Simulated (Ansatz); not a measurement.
Consider the formal loss of a carbene: `[CH3][Al]([SiH3])[Br]` → `[SiH3][AlH][Br]` + `[CH2]` (triplet).

Program: Ansatz. Geometries: PBE0-D4/def2-TZVP. ΔE: electronic, gas phase. CBS: MP2 limit from def2 TZ/QZ plus the TZ coupled-cluster correction, frozen cores. This one scheme is used for every species. Functionals use def2-TZVPP. B3LYP here is the variant with VWN-RPA as its local correlation; programs differ in this. Triplets are unrestricted, without spin–orbit coupling. For Br outer-core shells are correlated without core-valence functions, which leaves a few kJ/mol of doubt a bond. Scalar relativity is left out up to krypton.

`[CH3][Al]([SiH3])[Br]`:

```xyz
10

C    -0.816    1.715    0.456
Al   -0.546    0.055   -0.517
Si    1.175   -1.613   -0.011
Br   -1.921   -0.401   -2.268
H     0.092    2.327    0.430
H    -1.026    1.511    1.511
H    -1.640    2.305    0.050
H     1.130   -2.779   -0.935
H     1.017   -2.119    1.383
H     2.534   -1.003   -0.099
```

`[SiH3][AlH][Br]`:

```xyz
7

Si   -1.042    0.226    0.304
Al    1.281   -0.048   -0.408
Br    2.207   -2.099   -0.160
H    -1.409   -0.754    1.361
H    -1.946    0.011   -0.863
H    -1.294    1.601    0.820
H     2.204    1.062   -1.053
```

`[CH2]` (triplet):

Cartesian coordinates in Å:
```
C -0.243 0.125 0.036
H 0.443 0.311 0.848
H -0.199 -0.436 -0.884
```

| level | ΔE (kcal/mol) | difference from CCSD(T)/CBS |
| --- | --- | --- |
| PBE-D4 | 117.7 | 1.8 |
| r2SCAN-D4 | 111.3 | -4.6 |
| PBE0-D4 | 115.4 | -0.5 |
| B3LYP-D4 | 114.1 | -1.8 |
| ωB97X-V | 117.7 | 1.8 |
| ωB97M-V | 116.7 | 0.8 |
| B2PLYP | 113.7 | -2.2 |
| PBE | 116.3 | 0.4 |
| r2SCAN | 110.9 | -5.0 |
| PBE0 | 114.2 | -1.7 |
| B3LYP | 111.9 | -4.0 |
| HF/def2-TZVPP | 78.8 | -37.1 |
| MP2/def2-TZVPP | 116.7 | 0.8 |
| SCS-MP2/def2-TZVPP | 115.9 | 0.0 |
| CCSD/def2-TZVPP | 110.1 | -5.8 |
| CCSD(T)/def2-TZVPP | 113.0 | -2.9 |
| HF/def2-QZVPP | 78.8 | -37.1 |
| MP2/def2-QZVPP | 118.4 | 2.5 |
| SCS-MP2/def2-QZVPP | 117.9 | 2.0 |
| HF/CBS(def2) | 78.8 | -37.1 |
| MP2/CBS(def2) | 119.7 | 3.8 |
| CCSD/CBS(def2) | 113.1 | -2.8 |
| CCSD(T)/CBS | 115.9 | 0 |

Largest T1 diagnostic among the species: 0.011.

In def2-TZVPP, CCSD(T) changes the Hartree–Fock value by +34.2 kcal/mol (the triples alone add +2.9 kcal/mol) and MP2 by +37.9 kcal/mol. The D4 term adds +2.2 kcal/mol with B3LYP and +1.2 kcal/mol with PBE0; it sums over pairs of atoms, weighted by their polarisabilities, and B3LYP, whose exchange is more repulsive, gets the larger term. From PBE to PBE0 (25 % exact exchange), in def2-TZVPP and without D4, ΔE moves by −2.1 kcal/mol.
